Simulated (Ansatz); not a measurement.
Start from `C=C(O)F` and change one atom or group to get `C=C(F)[SiH2]Cl`.

Ansatz, PBE0-D4/def2-TZVP geometries, multiplicity 1. Each molecule was computed in one conformer, which needn't be the lowest.

| property | `C=C(O)F` |
| --- | --- |
| HOMO energy (ωB97M-V/def2-TZVPP) / eV | -9.19 |
| size of the dipole moment (B3LYP/def2-TZVPP) / D | 1.01 |
| LUMO energy (B3LYP/def2-TZVPP) / eV | 0.58 |
| size of the dipole moment (ωB97M-V/def2-TZVPP) / D | 1.03 |
| HOMO–LUMO gap (ωB97M-V/def2-TZVPP) / eV | 11.64 |
| HOMO–LUMO gap (PBE/def2-TZVPP) / eV | 5.68 |

Q: Give the same properties after the change, and the shifts. (Estimate.)

A: Computed: 
| property | `C=C(F)[SiH2]Cl` | shift |
| --- | --- | --- |
| HOMO energy (ωB97M-V/def2-TZVPP) / eV | -10.35 | -1.16 |
| size of the dipole moment (B3LYP/def2-TZVPP) / D | 2.04 | 1.03 |
| LUMO energy (B3LYP/def2-TZVPP) / eV | -1.12 | -1.70 |
| size of the dipole moment (ωB97M-V/def2-TZVPP) / D | 2.03 | 1.00 |
| HOMO–LUMO gap (ωB97M-V/def2-TZVPP) / eV | 11.50 | -0.14 |
| HOMO–LUMO gap (PBE/def2-TZVPP) / eV | 5.01 | -0.67 |

With PBE0 the HOMO falls by 1.19 eV and the LUMO falls by 1.92 eV, so the gap narrows by about 0.73 eV. PBE moves the HOMO by -1.22 eV and ωB97M-V by -1.16 eV. Dipoles are sizes alone; their direction can turn.

B3LYP here is the variant with VWN-RPA as its local correlation; programs differ in this.
